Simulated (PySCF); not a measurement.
Compound: C₅H₇OPS.
Cartesian coordinates in Å at the GFN2-xTB level; atoms count from 1:
```
atom  x, y, z in Å
C1    -2.1405    0.4208   -0.9360
P2    -1.2470   -0.1353    0.5563
O3    -1.7910   -1.3493    1.1646
C4     0.4898   -0.2518    0.1050
C5     1.3079    0.7904   -0.4018
C6     2.5712    0.3725   -0.6531
S7     2.7916   -1.2949   -0.2802
C8     1.1621   -1.4310    0.2239
H9    -2.1057   -0.3894   -1.6637
H10   -3.1789    0.5955   -0.6595
H11   -1.7096    1.3217   -1.3608
H12   -1.2851    0.9867    1.3879
H13    0.9614    1.7961   -0.5597
H14    3.3972    0.9372   -1.0375
H15    0.7722   -2.3614    0.5870
```

Probes without a nucleus sit at each ring's centroid and 1 Å off its mean plane on both sides; NICS is minus the shielding there, NICSzz its component along the normal. Level: GIAO PBE0/pcSseg-1 (PySCF, non-relativistic, gas phase) on the GFN2-xTB geometry, one conformer.

Ring bond lengths (Å), with Mayer bond orders in brackets: C4–C5 1.418 (1.20), C5–C6 1.354 (1.60), C6–S7 1.723 (1.18), S7–C8 1.711 (1.20), C8–C4 1.363 (1.58).

Task: Give the NICS values of each ring in ppm.

Result: 
```json
{"ring": "C4–C5–C6–S7–C8", "type": "5-membered ring with S; formal bonds all aromatic", "NICS(0)": "-12.6", "NICS(1), two faces": "-11.6 / -11.6", "NICS(1)zz, two faces": "-27.2 / -27.7", "rms pucker (Å)": "0.00", "centre to ring atoms, mean (Å)": "1.28"}
```

Task: What can be read from them?

Result: 
- C4–C5–C6–S7–C8: mean NICS(1)zz -27.5 ppm, shielded, aromatic by this magnetic criterion (flat ring, no four-coordinate atom).

Task: And the bond-length index? HOMA = 1 − mean of α(R − Ropt)² over the ring bonds, with Krygowski's 1993 parameters (CC: Ropt 1.388 Å, α 257.7 Å⁻²; CS: Ropt 1.677 Å, α 94.09 Å⁻²).

Result: 
- C4–C5–C6–S7–C8: HOMA 0.80; the largest term is that of C5–C6, α(R − Ropt)² = 0.29. The geometric and the magnetic index point the same way.

Task: At the second NICS(1) probe listed for ring C4–C5–C6–S7–C8, 1 Å off the ring, how large is the induced field along the normal in 9.4 T applied along it?

Result: NICSzz × B0 = -27.7 ppm × 9.4 T = -260 μT, against the applied field.

Task: List the ring angles and the Hirshfeld charges of the ring atoms.

Result: 
- C4–C5–C6–S7–C8: C4 112.5° (-0.084 e), C5 112.2° (-0.073 e), C6 112.2° (-0.080 e), S7 91.1° (+0.127 e), C8 112.0° (-0.067 e); sum 540.0° against 540° for a flat convex ring.
